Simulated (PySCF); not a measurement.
C₆H₁₅P.
SMILES with atom numbers: `[CH3:1][CH2:2][P:3]([CH2:4][CH3:5])[CH2:6][CH3:7]` (hydrogens: H8, H9, H10 on C1; H11, H12 on C2; H13, H14 on C4; H15, H16, H17 on C5; H18, H19 on C6; H20, H21, H22 on C7)

Theory: PySCF, PBE0-D3(BJ)/def2-SVP geometry optimisation, gas phase.

(1) List the bond lengths, angles and torsions at this level.

## Answers

(1) 
| bond | length (pm) | order |
| --- | --- | --- |
| C1–C2, C4–C5, C6–C7 | 152.2 | single |
| C2–P3, P3–C4, P3–C6 | 186.1 | single |
| C1–H8 and 8 like bonds | 110.1 | single |
| C2–H11 and 5 like bonds | 110.4 | single |

Bonds in one row agree within 1 pm and their mean is given. Orders are formal, as drawn. A selection of angles:
| angle | degrees |
| --- | --- |
| C2–C1–H8 | 111.8 |
| H8–C1–H9 | 107.4 |
| C1–C2–P3 | 113.4 |
| C1–C2–H11 | 111.0 |
| C1–C2–H12 | 109.7 |
| P3–C2–H11 | 109.5 |
| P3–C2–H12 | 106.3 |
| H11–C2–H12 | 106.5 |
| C2–P3–C4 | 99.4 |

Dihedral angles: C1–C2–P3–C4 178° (antiperiplanar); C2–P3–C4–C5 77° (synclinal); C2–P3–C6–C7 178° (antiperiplanar). The mirror-image conformer, all signs reversed, is as good.

Of the pairs four or more bonds apart, H8···H18 is among the closest relative to their van der Waals radii: 2.37 Å, 99 % of the sum of Bondi's values. P3 (phosphine phosphorus) is pyramidal (angles 99.4°, 99.4° and 99.4°, sum 298.1°, 0.88 Å off the plane of its three neighbours). All 3 C–C bonds measure 1.522 Å. All 3 C–P bonds measure 1.861 Å.

Point group: C3 (every atom within 0.08 Å of its image). PBE0-D3(BJ)/def2-SVP frequencies: not computed here. The numbers are those of one conformer.
